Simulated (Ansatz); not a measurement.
Geometry optimisation, RKS B3LYP/STO-3G in Ansatz.

The input (input.yaml):

```yaml
crystal:
  periodic: [false, false, false]
  atoms:
    - { symbol: Si, position_ang: [0.0, 0.0, 0.0] }
    - { symbol: Si, position_ang: [0.0, 0.0, 2.22] }
    - { symbol: H, position_ang: [-1.3148, -0.4067, 2.7074] }
    - { symbol: H, position_ang: [1.0096, -0.9353, 2.7074] }
    - { symbol: H, position_ang: [0.3052, 1.342, 2.7074] }
    - { symbol: Cl, position_ang: [2.0086, 0.0, -0.7093] }
    - { symbol: Cl, position_ang: [-1.0032, 1.7381, -0.7093] }
    - { symbol: O, position_ang: [-0.7913, -1.3709, -0.5594] }
    - { symbol: C, position_ang: [-1.5365, -2.2685, 0.2501] }
    - { symbol: H, position_ang: [-1.2251, -2.1576, 1.3097] }
    - { symbol: H, position_ang: [-2.6187, -2.04, 0.1571] }
    - { symbol: H, position_ang: [-1.349, -3.3106, -0.083] }
basis:
  gaussian: { orbitals: STO-3G }
hamiltonian:
  xc: b3lyp
relax:
  f_tol: 0.02
  max_steps: 40
output:
  orbitals: {}
```

Command:

```bash
$ ansatz run input.yaml --threads 1 --pin off --max-ram 2048MiB --backend cpu --events-out ev --progress --plain --runs-dir out
```

Where does it end, and by what steps?

The run converged. The force dipped under the threshold on the way, but the program's further checks kept it going. Limits of this set-up: minimal basis. After 16 steps the energy has fallen by 0.424 eV; Cl7 moved furthest, 0.79 Å.

```
step  energy less start (eV)  largest force component (eV/Å)  accepted
   0                  0.0000                           2.406       yes
   1                 -0.2931                           0.860       yes
   2                 -0.3193                           0.414       yes
   3                 -0.3462                           0.178       yes
   4                 -0.3485                           0.762       yes
   5                 -0.3780                           0.296       yes
   6                 -0.3933                           0.080       yes
   7                 -0.3970                           0.062       yes
   8                 -0.4108                           0.192       yes
   9                 -0.4065                           0.333        no
  10                 -0.4188                           0.084       yes
  11                 -0.4214                           0.144       yes
  12                 -0.4220                           0.154       yes
  13                 -0.4235                           0.066       yes
  14                 -0.4241                           0.009       yes
  15                 -0.4243                           0.014       yes
  16                 -0.4243                           0.017       yes
```

```xyz
12
Properties=species:S:1:pos:R:3
Si 0.002 -0.166 0.173
Si 0.157 0.145 2.435
H -1.154 -0.001 3.022
H 1.049 -0.849 2.986
H 0.669 1.469 2.693
Cl 1.831 0.307 -0.777
Cl -1.502 1.130 -0.611
O -0.286 -1.739 -0.414
C -1.567 -2.297 0.043
H -1.618 -2.419 1.147
H -2.439 -1.687 -0.281
H -1.658 -3.301 -0.417
```

Whether the end is a true minimum wasn't checked by a vibrational analysis.

Run time: 77 s on 1 thread of Arm Neoverse V1, on a shared host, peak memory 0.15 GiB.
